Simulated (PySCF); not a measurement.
# XPS shifts beside NMR shieldings

C₅H₆F₂.
Atom-mapped SMILES: `[CH2:1]=[CH:2]/[CH:3]=[CH:4]/[CH:5]([F:6])[F:7]`

Structure used (GFN2-xTB), in Å, numbered top down from 1:
```xyz
13
C5H6F2 angstrom
C      2.5383    0.7823   -0.0249
C      1.5666   -0.1242   -0.0261
C      0.1644    0.2231   -0.0210
C     -0.8171   -0.6768   -0.0208
C     -2.2710   -0.3271   -0.0207
F     -2.9127   -0.9274    1.0204
F     -2.4868    1.0020    0.1201
H      3.5777    0.5037   -0.0252
H      2.3235    1.8382   -0.0202
H      1.7998   -1.1805   -0.0274
H     -0.0741    1.2783   -0.0219
H     -0.6247   -1.7396   -0.0085
H     -2.7884   -0.6517   -0.9416
```

Binding energies: delta-SCF UKS SCAN, pcX-2 on the ionised atom, pcseg-1 elsewhere, spin-free X2C (PySCF 2.14.0). Shieldings: GIAO PBE0/pcSseg-1, non-relativistic, same geometry.

```
atom  C 1s (eV)
  C1     290.23
  C2     290.95
  C3     291.00
  C4     290.51
  C5     295.54
```

Task: What are the absolute isotropic shieldings of these atoms?

Result: 
| atom | environment | C 1s (eV) | isotropic shielding (ppm) |
| --- | --- | --- | --- |
| C1 | terminal =CH2 carbon | 290.23 | 56.5 |
| C4 | alkene CH carbon | 290.51 | 53.3 |
| C2 | alkene CH carbon | 290.95 | 43.1 |
| C3 | alkene CH carbon | 291.00 | 44.2 |
| C5 | CHF2 carbon | 295.54 | 67.4 |

Task: Among the listed atoms, is the one with the highest binding energy also the least shielded?

Result: No. The highest binding energy is at C5 (295.54 eV, shielding 67.4 ppm), the lowest shielding at C2 (43.1 ppm, 290.95 eV).

By binding energy: C1 < C4 < C2 ≈ C3 < C5. By shielding: C2 < C3 < C4 < C1 < C5.

Spin contamination (⟨S²⟩ against 0.75 for a pure doublet) is marked for C 1s of C2 (0.89) and C 1s of C3 (0.89), which makes these values less certain. Isolated species at its GFN2-xTB geometry (one conformer only).
